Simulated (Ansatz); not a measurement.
One change: `BO[SiH](S)Cl` becomes `CN[SiH](S)Cl`.

Ansatz, PBE0-D4/def2-TZVP geometries, multiplicity 1. Each molecule was computed in one conformer, which needn't be the lowest.

```json
{"property": "HOMO–LUMO gap (PBE0/def2-TZVPP) / eV", "`BO[SiH](S)Cl`": "7.10"}
{"property": "HOMO energy (B3LYP/def2-TZVPP) / eV", "`BO[SiH](S)Cl`": "-7.73"}
{"property": "HOMO–LUMO gap (PBE/def2-TZVPP) / eV", "`BO[SiH](S)Cl`": "4.83"}
{"property": "HOMO–LUMO gap (ωB97M-V/def2-TZVPP) / eV", "`BO[SiH](S)Cl`": "11.19"}
{"property": "LUMO energy (ωB97M-V/def2-TZVPP) / eV", "`BO[SiH](S)Cl`": "0.99"}
{"property": "LUMO energy (PBE0/def2-TZVPP) / eV", "`BO[SiH](S)Cl`": "-0.90"}
```

Q: What does the change do to each property? (Estimate.)

A: Ansatz gave: 
| property | `CN[SiH](S)Cl` | shift |
| --- | --- | --- |
| HOMO–LUMO gap (PBE0/def2-TZVPP) / eV | 7.57 | 0.47 |
| HOMO energy (B3LYP/def2-TZVPP) / eV | -7.19 | 0.54 |
| HOMO–LUMO gap (PBE/def2-TZVPP) / eV | 5.26 | 0.43 |
| HOMO–LUMO gap (ωB97M-V/def2-TZVPP) / eV | 11.77 | 0.58 |
| LUMO energy (ωB97M-V/def2-TZVPP) / eV | 2.02 | 1.03 |
| LUMO energy (PBE0/def2-TZVPP) / eV | 0.14 | 1.04 |

With PBE0 the HOMO rises by 0.57 eV and the LUMO rises by 1.04 eV, so the gap widens by about 0.47 eV. PBE moves the HOMO by 0.70 eV and ωB97M-V by 0.45 eV.

B3LYP here is the variant with VWN-RPA as its local correlation; programs differ in this.
